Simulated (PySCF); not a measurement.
Molecule: trigermane, SMILES [GeH3][GeH2][GeH3] (H₈Ge₃), singlet. Atoms near the plane z = 0.8 Å, at the PBE0/def2-SVP optimised geometry (x, y, z in Å): Ge1 (-1.2, 1.5, 0.0), Ge2 (-0.3, -0.8, 0.0), Ge3 (2.2, -0.8, 0.0), H4 (-2.7, 1.4, 0.0), H5 (-0.7, 2.2, 1.2), H8 (-0.8, -1.5, 1.2), H9 (2.7, -0.1, 1.2), H11 (2.7, -2.2, 0.0).

Calculation: PBE0/def2-TZVP (PySCF). The values are rescaled to run from 0 to 1.

```
|666666666666666666666666666|
|666666666666666666666666666|
|666666666555556666666666666|
|666666655555555666666666666|
|666666655555555566666666666|
|666666555544455566666666666|
|666666555433345556666666666|
|666666655432345566666666666|
|666666655433355666665566666|
|666666666555566666655555666|
|666666667777777666655555566|
|666666677888888776554455556|
|666666667789998876543445556|
|666666666778999987532345556|
|666666666667899988642345556|
|666666655444578998753345556|
|666666554321357888765455556|
|666665554310146777766555566|
|666665554321245677766666666|
|666665555433345666666666666|
|666666555544455666666666666|
|666666655555555666666666666|
|666666665555555666666666666|
|666666666555566666666666666|
|666666666666666666666666666|
|666666666666666666666666666|
|666666666666666666666666666|
```
Scale: ten equal steps from 0.000 (start of '0') to 1.00 (end of '9'), in the order '0123456789'; x runs from -5.00 to 5.00, y from -5.00 (bottom) to 5.00 (top).

Problem. Which quantity is mapped?
A. Laplacian of the electron density
B. electron localisation function
C. an orbital amplitude
D. deformation density (molecule minus spherical neutral atoms)

Solution. C, an orbital amplitude. In full: HOMO−1 amplitude (bohr^(-3/2)).
